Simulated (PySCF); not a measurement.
# Field gradients at the hydrogen positions

Compound: C6H16P2.
Geometry (GFN2-xTB, Å), atoms numbered from 1 in this order:
```xyz
24
C6H16P2 angstrom
C     -3.0315    1.3151    0.2050
C     -2.0788    0.4435   -0.6045
C     -0.7627    0.2194    0.1327
P      0.4693   -0.7094   -0.9071
C     -0.2003   -2.4233   -0.7204
C      1.8397   -0.8275    0.3371
C      2.6467    0.4658    0.2970
P      2.6487    1.0838   -1.4620
H     -3.2570    0.8475    1.1617
H     -3.9654    1.4636   -0.3322
H     -2.5871    2.2898    0.3975
H     -2.5542   -0.5184   -0.8081
H     -1.8722    0.9192   -1.5664
H     -0.3155    1.1893    0.3728
H     -0.9318   -0.3189    1.0710
H      0.5212   -3.1220   -1.1412
H     -0.3814   -2.6686    0.3255
H     -1.1274   -2.5110   -1.2830
H      2.4705   -1.6610    0.0146
H      1.4612   -1.0498    1.3392
H      3.6818    0.2933    0.6066
H      2.2217    1.2255    0.9573
H      1.5526    1.9373   -1.3409
H      3.5402    2.1364   -1.2111
```

Level: PBE0/pcSseg-1 (PySCF, non-relativistic); Q(2H) = 0.00286 b; rigid geometry, the same for H and D, with no vibrational averaging.

Question: Rank these positions by the coupling χzz of a deuteron there, largest first.
A. H22 (methylene hydrogen)
B. H23 (P–H hydrogen)
C. H24 (P–H hydrogen)
D. H17 (methyl hydrogen)

Answer: D (211 kHz), A (206 kHz), B (135 kHz), C (131 kHz).

Q: What are Vzz, η and χzz (234.96 MHz × Q × Vzz) at all hydrogens?

A: 
```
atom  bonded to  bond length (Å)  Vzz (au)     η  χzz (kHz)
  H9         C1            1.088    0.3137  0.02        211
 H10         C1            1.088    0.3164  0.02        213
 H11         C1            1.088    0.3139  0.02        211
 H12         C2            1.092    0.3044  0.03        205
 H13         C2            1.093    0.3006  0.02        202
 H14         C3            1.095    0.3027  0.02        203
 H15         C3            1.095    0.3028  0.02        203
 H16         C5            1.089    0.3158  0.01        212
 H17         C5            1.089    0.3144  0.00        211
 H18         C5            1.088    0.3177  0.01        213
 H19         C6            1.094    0.3031  0.02        204
 H20         C6            1.094    0.3054  0.02        205
 H21         C7            1.094    0.3038  0.01        204
 H22         C7            1.093    0.3059  0.02        206
 H23         P8            1.395    0.2015  0.09        135
 H24         P8            1.402    0.1949  0.08        131
```

Q: Average by the element that carries the hydrogen.

A: on C: 207 kHz over 14 positions, mean bond length 1.091 Å; on P: 133 kHz over 2 positions, mean bond length 1.398 Å.

Q: A static deuteron (I = 1) shows a doublet split by (3/2)χ, (3/4)χ(1 + η) and (3/4)χ(1 − η) with the field along z, y and x of the gradient. What are these for H23?

A: With |χ| = 135.4 kHz and η = 0.091: 203, 111 and 92 kHz, to first order and without motion.

Isolated species at its GFN2-xTB geometry (one conformer only). GFN2-xTB bond lengths can be off by several hundredths of an ångström, more for odd bonds, and the gradients follow them. These gradients aren't converged with respect to the basis.

The run behind these numbers computed NMR shieldings as well. On one thread, x86-64 server (shared host), this took 32 s.
